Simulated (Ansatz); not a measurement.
Consider the cleavage of the B–Si bond: `FB(S)[SiH2][SiH3]` + H₂S → `FB(S)S` + disilane.

Gas-phase electronic energies from Ansatz, PBE0-D4/def2-TZVP geometries. CBS: MP2 limit from def2 TZ/QZ plus the TZ coupled-cluster correction, frozen cores. This one scheme is used for every species. One conformer a species, not always the lowest.

| level | ΔE (kJ/mol) |
| --- | --- |
| MP2/def2-SVP | -88.6 |
| MP2/def2-QZVPP | -81.2 |

What does CCSD(T)/CBS give? (An estimate is asked.)

The calculation gave: -73.9 kJ/mol. The listed levels differ from it by -14.7, -7.3 kJ/mol.

Largest T1 diagnostic among the species: 0.015.

From BLYP to BHLYP (50 % exact exchange), in def2-TZVPP and without D4, ΔE moves by −6.2 kJ/mol. At CCSD(T), def2-SVP lies −7.8 kJ/mol from the extrapolated value and def2-TZVPP −0.8 kJ/mol.
